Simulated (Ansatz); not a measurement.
Calculated with Ansatz (gas phase, PBE0-D4/def2-TZVP geometries, no zero-point term in ΔE). CCSD(T)/CBS is the MP2 limit (def2-TZVPP, def2-QZVPP) plus CCSD(T) − MP2 in def2-TZVPP, frozen cores. This one scheme is used for every species. DFT in def2-TZVPP. B3LYP here is the variant with VWN-RPA as its local correlation; programs differ in this. For Ge outer-core shells are correlated without core-valence functions, which leaves a few kJ/mol of doubt a bond. Scalar relativity is left out up to krypton.

Reaction (formal exchange of groups at the Si–Cl bond): `Cl[SiH]1[CH2][GeH2]1` + SiH₄ → `[SiH3][SiH]1[CH2][GeH2]1` + HCl

Is it downhill or uphill in electronic energy at CCSD(T)/CBS, and by how much? (An estimate is asked.)

Computed: Uphill: ΔE = +18.5 kcal/mol.

What do these levels give: PBE-D4, r2SCAN-D4, PBE0-D4, B3LYP, SCS-MP2/def2-QZVPP, MP2/CBS(def2)? (Estimate.)

Computed: PBE-D4 16.0, r2SCAN-D4 18.7, PBE0-D4 16.8, B3LYP 20.2, SCS-MP2/def2-QZVPP 20.9, MP2/CBS(def2) 20.3 kcal/mol.

Largest T1 diagnostic among the species: 0.013.

The D4 term adds −0.9 kcal/mol with B3LYP and −0.6 kcal/mol with PBE0; it sums over pairs of atoms, weighted by their polarisabilities, and B3LYP, whose exchange is more repulsive, gets the larger term. In def2-TZVPP, CCSD(T) changes the Hartree–Fock value by −5.6 kcal/mol (the triples alone add −0.6 kcal/mol) and MP2 by −3.8 kcal/mol. From PBE to PBE0 (25 % exact exchange), in def2-TZVPP and without D4, ΔE moves by +0.8 kcal/mol.
